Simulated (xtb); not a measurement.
F4Ti, charge +1, doublet, at a GFN2-xTB geometry of the parent state (such geometries of metal compounds can be far from the true shape) (the multiplicity is a formal guess); GFN0-xTB run with xtb 6.7.1.

Input for xtb:
```
$ xtb mol.xyz --gfn 0 --chrg 1 --uhf 1 --json

# file mol.xyz
5

Ti    -0.00000000    -0.00000000    -0.00000000
F      1.25633748     0.24806843    -1.23212847
F      1.13924286    -0.58019840     1.23432488
F     -1.27182203    -0.37572621    -1.18294586
F     -1.12375831     0.70785618     1.18074945
```

**Question.** What does xtb print? Leave out banner, timings and long lists.

**Answer.** 
```
   ID    Z sym.   atoms
    1   22 Ti     1
    2    9 F      2-5

           -------------------------------------------------
          |                Calculation Setup                |
           -------------------------------------------------

           -------------------------------------------------
          |                 G F N 0 - x T B                 |
           -------------------------------------------------

          ...................................................
          :                      SETUP                      :
          :.................................................:
          :  # basis functions                  26          :
          :  # atomic orbitals                  25          :
          :  # shells                           11          :
          :  # electrons                        31          :
          :  electronic temp.          300.0000000     K    :
          :  accuracy                    1.0000000          :
          :  -> integral cutoff          0.2500000E+02      :
          :  -> integral neglect         0.1000000E-07      :
          ...................................................

         :::::::::::::::::::::::::::::::::::::::::::::::::::::
         ::                     SUMMARY                     ::
         :::::::::::::::::::::::::::::::::::::::::::::::::::::
         :: total energy             -15.605376629706 Eh    ::
         :: gradient norm              0.025362506522 Eh/a0 ::
         :: HOMO-LUMO gap              4.453488008912 eV    ::
         ::.................................................::
         :: H0 energy                -16.791901580418 Eh    ::
         :: repulsion energy           0.039449817965 Eh    ::
         :: electrostat energy         1.147857561016 Eh    ::
         :: -> Gsolv                   0.000000000000 Eh    ::
         ::    -> Gsasa                0.000000000000 Eh    ::
         ::    -> Gshift               0.000000000000 Eh    ::
         :: dispersion energy         -0.000782428269 Eh    ::
         :: short-range corr.          0.000000000000 Eh    ::
         :: add. restraining           0.000000000000 Eh    ::
         :: total charge               1.000000000000 e     ::
         :::::::::::::::::::::::::::::::::::::::::::::::::::::

           -------------------------------------------------
          |                Property Printout                |
           -------------------------------------------------

    * Orbital Energies and Occupations

         #    Occupation            Energy/Eh            Energy/eV
      -------------------------------------------------------------
         1        2.0000           -0.8710195             -23.7016
       ...           ...                  ...                  ...
         4        2.0000           -0.7929439             -21.5771
         5        1.9987           -0.4463187             -12.1450
         6        1.9970           -0.4454989             -12.1226
         7        1.9898           -0.4443317             -12.0909
         8        1.9898           -0.4443317             -12.0909
         9        1.9828           -0.4438230             -12.0770
        10        1.9777           -0.4435734             -12.0702
        11        1.9777           -0.4435734             -12.0702
        12        1.9485           -0.4427500             -12.0478
        13        1.8928           -0.4419955             -12.0273
        14        1.7572           -0.4410626             -12.0019
        15        1.7572           -0.4410626             -12.0019
        16        1.7307           -0.4409301             -11.9983 (HOMO)
        17                         -0.2772674              -7.5448 (LUMO)
        18                         -0.2600793              -7.0771
        19                         -0.2590951              -7.0503
        20                         -0.2590951              -7.0503
        21                         -0.0779645              -2.1215
        22                          0.3214690               8.7476
        23                          0.6067142              16.5095
        24                          0.6067142              16.5095
        25                          0.6908023              18.7977
      -------------------------------------------------------------
                  HL-Gap            0.1636627 Eh            4.4535 eV
             Fermi-level            0.0000000 Eh            0.0000 eV

     #   Z          covCN         q      C6AA      α(0)
     1  22 Ti       2.655     1.598   191.526    30.735
     2   9 F        0.664    -0.150    10.795     3.787
     3   9 F        0.664    -0.150    10.795     3.787
     4   9 F        0.664    -0.150    10.795     3.787
     5   9 F        0.664    -0.150    10.795     3.787

 Mol. C6AA /au·bohr⁶  :        671.266280
 Mol. C8AA /au·bohr⁸  :      39504.511604
 Mol. α(0) /au        :         45.882206

Wiberg/Mayer (AO) data.
largest (>0.10) Wiberg bond orders for each atom

 ---------------------------------------------------------------------------
     #   Z sym  total        # sym  WBO       # sym  WBO       # sym  WBO
 ---------------------------------------------------------------------------
     1  22 Ti   2.616 --     4 F    0.654     5 F    0.654     2 F    0.654
                             3 F    0.654
     2   9 F    0.707 --     1 Ti   0.654
     3   9 F    0.707 --     1 Ti   0.654
     4   9 F    0.707 --     1 Ti   0.654
     5   9 F    0.707 --     1 Ti   0.654
 ---------------------------------------------------------------------------

Topologies differ in total number of bonds
Writing topology from bond orders to xtbtopo.mol

 dipole moment from electron density (au)
     X       Y       Z
  -0.0000   0.0000  -0.0000  total (Debye):    0.000

           -------------------------------------------------
          | TOTAL ENERGY              -15.605376629706 Eh   |
          | GRADIENT NORM               0.025362506522 Eh/α |
          | HOMO-LUMO GAP               4.453488008912 eV   |
           -------------------------------------------------

normal termination of xtb
```
